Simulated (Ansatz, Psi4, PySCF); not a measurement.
C₄H₉LiO, singlet, geometry from GFN2-xTB (such geometries of metal compounds can be far from the true shape). Base run: PBE0/def2-SVP (PySCF).

Geometry (Å):
```xyz
15

Li     0.9528     1.8391     1.9010
O      0.4326     0.8349     0.8630
C     -0.0350    -0.0676    -0.0699
C      1.0100    -1.1735    -0.3009
C     -1.3414    -0.7100     0.4293
C     -0.3079     0.6495    -1.4039
H      0.6589    -1.8950    -1.0339
H      1.2082    -1.6840     0.6391
H      1.9367    -0.7257    -0.6531
H     -1.1555    -1.2180     1.3731
H     -1.7255    -1.4250    -0.2935
H     -2.0844     0.0670     0.5955
H      0.6119     1.1069    -1.7619
H     -1.0455     1.4336    -1.2473
H     -0.6775    -0.0464    -2.1525
```
Charge 0, spin multiplicity 1.
All else is at PySCF's defaults.

The same geometry, method and basis name were run in Ansatz (an electronic-structure program) and Psi4 and PySCF, at each program's defaults and at the settings that a row names. The base is PySCF at its defaults. Differences at the defaults can come from grids, fitting, cores and function types together.

```csv
code and settings,ΔE vs base (µEh),basis functions,E (Eh),SCF cycles,dipole (D)
"PySCF, defaults (exact integrals, its default grid, spherical functions)",0.0,124,-240.15615,11,4.94
"Psi4, defaults (density fitting with its default set, its default grid, spherical functions)",-24.7,124,-240.15617,10,4.94
"Ansatz, defaults (factorised integrals, its default grid, spherical functions)",34.5,124,-240.15611,-,-
"PySCF, density fitting with def2-universal-jkfit",-54.5,124,-240.15620,11,4.94
"PySCF, fine grid",30.4,124,-240.15612,11,4.94
"Psi4, exact integrals, spherical functions, fine grid",32.1,124,-240.15612,12,4.94
"Ansatz, high accuracy",31.4,124,-240.15612,-,-
```
